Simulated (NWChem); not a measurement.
System: HTeSeBr; SMILES [Te](Br)[SeH]

The following NWChem deck was run.

```
start job
memory heap 200 mb stack 900 mb global 1100 mb
geometry units angstroms noautoz
  Te     0.895282    -0.017314    -0.003902
  Br    -0.661043     1.981992     0.011393
  Se    -0.680722    -1.951659     0.043382
  H     -0.870381    -2.061421    -1.417166
end
basis spherical
  * library def2-svpd
end
ecp
  Te library def2-ecp
end
dft
  xc pbe0
  iterations 150
end
tddft
  cis
  nroots 6
  notriplet
end
task tddft energy
```

The geometry was optimised at PBE0/def2-SVP. No frequency run checked for a minimum. def2 effective core potentials on Te; no spin-orbit coupling.

Vertical excitations in the gas phase.

**Question.** Predict the main results of this run. (PBE0/def2-SVPD with def2 effective core potentials on Te, TDA.) Quantities: lowest excitation, singlet (eV); oscillator strength of that lowest state; lowest state with f > 0.02, singlet (eV); oscillator strength of that bright state; orbital gap (eV).

**Answer.** 
```yaml
lowest excitation, singlet (eV): 2.47
oscillator_strength_of_that_lowest_state: 0.001
lowest state with f > 0.02, singlet (eV): 3.91
oscillator_strength_of_that_bright_state: 0.036
orbital gap (eV): 3.77
```
